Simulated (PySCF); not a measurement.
C₄H₆BFO, SMILES FB1CC=CCO1.

The structure is a stationary point at B3LYP-D3(BJ)/def2-SVP. The structure was generated by enumeration, and PubChem lists no compound with its InChIKey, so it may never have been made. Other conformers were not sampled.

These are TDA-LC-ωPBE/def2-SVPD in PySCF values and carry that method's errors.

Vertical excitations. Isolated molecule, no solvent. State labels are in the subgroup Cs.

```csv
state,symmetry,energy (eV),λ (nm),f,main pairs
S1,A",7.38,168,0.006,"HOMO→LUMO 67 %, HOMO→LUMO+2 18 %"
S2,A',7.60,163,0.237,HOMO→LUMO+1 84 %
S3,A",7.87,158,0.000,HOMO−1→LUMO+1 88 %
S4,A",8.40,148,0.011,"HOMO−1→LUMO+4 52 %, HOMO→LUMO+2 16 %"
S5,A",8.43,147,0.000,"HOMO→LUMO+2 36 %, HOMO−1→LUMO+4 24 %, HOMO→LUMO 12 %, HOMO→LUMO+8 8 %"
S6,A',8.53,145,0.326,HOMO→LUMO+4 83 %
S7,A",8.64,143,0.006,"HOMO→LUMO+3 70 %, HOMO→LUMO+2 13 %"
S8,A',8.80,141,0.026,HOMO−1→LUMO 85 %
S9,A",9.19,135,0.001,HOMO−3→LUMO+1 74 %
S10,A",9.31,133,0.000,"HOMO−2→LUMO 43 %, HOMO→LUMO+7 25 %"
T1,A',4.19,296,0,HOMO→LUMO+1 87 %
T2,A",7.21,172,0,"HOMO→LUMO 65 %, HOMO→LUMO+2 19 %"
T3,A",7.40,168,0,"HOMO−1→LUMO+1 70 %, HOMO−1→LUMO+4 15 %"
T4,A',7.77,160,0,"HOMO→LUMO+4 56 %, HOMO−2→LUMO+4 24 %"
```
Triplets are in the Tamm–Dancoff approximation.
